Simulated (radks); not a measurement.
The numbers below are computed, except where a source is named.
Problem. The mean radii <r> (bohr) of the occupied orbitals of an atom or ion are listed with their occupations. Code: a radial shooting solver on a logarithmic mesh with Libxc functionals. Model: non-relativistic Kohn-Sham, PBE, spin-unpolarised, spherical densities, point nucleus.

orbital  occ.      <r>
1s          2  0.08616
2s          2   0.4110
2p          6   0.3704

Name the element and its charge.

Solution. Z = 18, argon, charge +8: Ar8+ in [Ne]. The 1s radius gives Z: for a bare nucleus <r> = 1.5/Z, 0.08333 bohr for Z = 18, and screening makes it slightly larger (0.08616 here). The occupations add up to 10, and the charge is Z minus that.
